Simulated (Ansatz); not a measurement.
Two isomers of C3H9BO2: A = `COB(C)OC`, B = `CCB(O)OC`.

Isolated molecules relaxed with PBE0-D4/def2-TZVP in Ansatz; ΔE leaves out vibrations. CBS: MP2 limit from def2 TZ/QZ plus the TZ coupled-cluster correction, frozen cores. DFT in def2-TZVPP. B3LYP here is the variant with VWN-RPA as its local correlation; programs differ in this. One conformer a species, not always the lowest.

A:

Z-matrix (Å, degrees):
```
C
O 1 1.408
H 1 1.094 2 111.6
H 1 1.091 2 107.9 3 119.2
H 1 1.094 2 111.5 3 -121.6
B 2 1.367 1 121.7 3 60.6
O 6 1.360 2 117.3 1 180.0
C 6 1.570 2 123.7 1 -0.1
C 7 1.413 6 120.7 2 -0.0
H 8 1.095 6 111.4 2 -59.3
H 8 1.095 6 111.4 2 59.0
H 8 1.090 6 111.5 2 179.9
H 9 1.090 7 107.5 6 -179.9
H 9 1.093 7 111.3 6 60.5
H 9 1.093 7 111.3 6 -60.3
```

B:

Z-matrix (Å, degrees):
```
C
C 1 1.523
H 1 1.092 2 111.1
H 1 1.092 2 111.1 3 -118.8
H 1 1.093 2 111.7 3 120.6
B 2 1.573 1 115.3 3 59.5
H 2 1.099 1 110.1 3 -177.6
H 2 1.098 1 110.1 3 -63.4
O 6 1.369 2 123.7 1 -179.8
O 6 1.364 2 119.8 1 0.3
C 9 1.408 6 121.9 2 -0.0
H 10 0.962 6 111.5 2 180.0
H 11 1.090 9 107.9 6 179.9
H 11 1.094 9 111.6 6 -60.9
H 11 1.094 9 111.6 6 60.7
```

Which isomer does CCSD(T)/CBS put lower? Give the gap. (An estimate is asked.)

Ansatz gave: B, by 45.2 kJ/mol.

Give E(B) − E(A) in kJ/mol with PBE-D4, B3LYP-D4, MP2/def2-TZVPP, HF/def2-TZVPP, ωB97M-V, PBE0-D4, r2SCAN-D4. (Estimate.)

Ansatz gave: PBE-D4 -42.1, B3LYP-D4 -38.0, MP2/def2-TZVPP -48.2, HF/def2-TZVPP -36.0, ωB97M-V -43.0, PBE0-D4 -44.2, r2SCAN-D4 -41.6. None reverses the order clearly.

Largest T1 diagnostic: 0.012.

In def2-TZVPP, CCSD(T) changes the Hartree–Fock value by −7.8 kJ/mol (the triples alone add −0.1 kJ/mol) and MP2 by −12.3 kJ/mol.
